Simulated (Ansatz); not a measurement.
CH4AlBrO, singlet, at a GFN2-xTB geometry (such geometries of metal compounds can be far from the true shape), with bond 2-1 at 2.4 times its length; SC-NEVPT2/6-31G, CASSCF(4,6) (Ansatz, a program for electronic structure).

Here is a job for Ansatz.
Ansatz 0.2 input:
```yaml
crystal:
  periodic: [false, false, false]
  atoms:
    - {symbol: Al, position_ang: [-0.76522894, -0.52911199, -0.23638920]}
    - {symbol: H, position_ang: [-3.90384845, -2.08150464, 0.66728561]}
    - {symbol: Br, position_ang: [0.35343815, 0.64257846, 1.31982831]}
    - {symbol: O, position_ang: [-0.24192006, -0.72810017, -1.77752910]}
    - {symbol: C, position_ang: [0.14253641, -0.93834481, -3.11027801]}
    - {symbol: H, position_ang: [1.02331037, -1.58221410, -3.14194263]}
    - {symbol: H, position_ang: [-0.67216478, -1.41629168, -3.65648115]}
    - {symbol: H, position_ang: [0.37962441, 0.01752831, -3.58074878]}
basis:
  gaussian:
    orbitals: 6-31G
magnetization: {spin_polarized: false}
correlation: {method: sc_nevpt2, electrons: all, active_space: {window: {electrons: 4, orbitals: 6}}}
```

The log (banner, timings and long lists left out):

```
Functional definition: HF
729 factors; integrals over basis functions are off by at most 3.3e-4 eV
mean field evaluation 1: about -79695.5270 eV, gradient 3.2e1 eV
mean field evaluation 2: about -79695.5332 eV, gradient 3.2e1 eV
mean field evaluation 4: about -79698.2324 eV, gradient 2.5e0 eV
mean field evaluation 8: about -79698.2627 eV, gradient 3.3e-4 eV
mean field evaluation 16: about -79695.4542 eV, gradient 1.1e-1 eV
mean field -79698.26273481 eV, -2928.8571340814 hartree, gradient 1.5e-6 eV, S^2 0.000000; 1 other end points of the search recorded, 0 dependent functions left out; unrestricted orbitals would lower it
reference -79698.26273481 eV, -2928.8571340814 hartree; 33, 33 occupied and 35, 35 virtual orbitals, 729 factors
state -79701.36578036 eV, -2928.9711689024 hartree
state -79701.36578036 eV, -2928.9711689024 hartree; corrected -79713.39397265 eV, -2929.4131968158 hartree
state -79701.06404983 eV, -2928.9600805099 hartree
state -79701.06404983 eV, -2928.9600805099 hartree; corrected -79713.32263877 eV, -2929.4105753441 hartree
state -79701.36578036 eV, -2928.9711689024 hartree; corrected -79713.39397265 eV, -2929.4131968158 hartree
Total energy: -79713.39397265 eV, -2929.4131968158 hartree
```
